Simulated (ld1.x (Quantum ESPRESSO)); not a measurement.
**Which change was made? (B, PAW)**

```json
{
 "Element": "boron",
 "Generator": "ld1.x (Quantum ESPRESSO) 7.5",
 "Type": "PAW",
 "Functional": "PBEsol",
 "Relativity": "scalar-relativistic",
 "Frozen core": "[He]",
 "Valence charge": "3",
 "Reference configuration": "2s2 2p1",
 "Partial waves": "2s (bound): rcut 1.30, rcutus 1.45 bohr; 2s channel at -0.25 Ry: rcut 1.30, rcutus 1.45 bohr; 2p (bound): rcut 2.80, rcutus 3.55 bohr; 2p channel at 4.45 Ry: rcut 2.80, rcutus 3.55 bohr",
 "Local potential": "all-electron potential smoothed inside 2.95 bohr (lloc = -2)",
 "Core correction": "Bessel-smoothed model core, default radius (core density twice the valence density)",
 "Augmentation charge": "PSQ, radius 0.95 bohr"
}
```

Cutoffs, loose and tight: the cutoffs (Ry, on a coarse ladder) from which the occupation-weighted sum of valence levels, in a spherical-Bessel basis at the reference potential, stays within 10 and 1 mRy of its value at 400 Ry. They do not see the model core or the augmentation charge, which bear on the density cutoff. Test errors are all-electron minus pseudo excitation energies from the reference, over the configurations 2s2 2p0; 2s1 2p0; 2s2 2p0.5; 2s0 2p3; 2s2 2p1.3; 2s1 2p1; 2s1 2p2; variants that change the core or the reference have their own tests. The largest error is taken over the tests solved by every variant that gives reliable tests at all, those not shown here included: 2s0 2p3; 2s1 2p0; 2s2 2p0; 2s2 2p0.5.

The base gives: outcome: generated; cutoff, loose: 6 Ry; cutoff, tight: 15 Ry; bound ghosts: none; largest test error (meV): +56.

After one change the result is: outcome: generated, overlap not positive; bound ghosts: not determined (overlap not positive); largest test error (meV): +59. Which change was it?
A. waves 2s (bound): rcut 1.12, rcutus 1.18 bohr; 2s channel at -0.25 Ry: rcut 1.12, rcutus 1.18 bohr
B. waves 2s (bound): rcut 1.00, rcutus 1.06 bohr; 2s channel at -0.25 Ry: rcut 1.00, rcutus 1.06 bohr
C. waves 2s (bound): rcut 1.30, rcutus 1.40 bohr; 2s channel at -0.25 Ry: rcut 1.30, rcutus 1.40 bohr

C. The others give: waves 2s (bound): rcut 1.12, rcutus 1.18 bohr; 2s channel at -0.25 Ry: rcut 1.12, rcutus 1.18 bohr → outcome: generated; cutoff, loose: 18 Ry; cutoff, tight: 30 Ry; bound ghosts: none; largest test error (meV): -20 | waves 2s (bound): rcut 1.00, rcutus 1.06 bohr; 2s channel at -0.25 Ry: rcut 1.00, rcutus 1.06 bohr → outcome: generated; cutoff, loose: 25 Ry; cutoff, tight: 35 Ry; bound ghosts: none; largest test error (meV): -21. A file whose overlap is not positive is unfit for use, and its test errors describe a broken file.
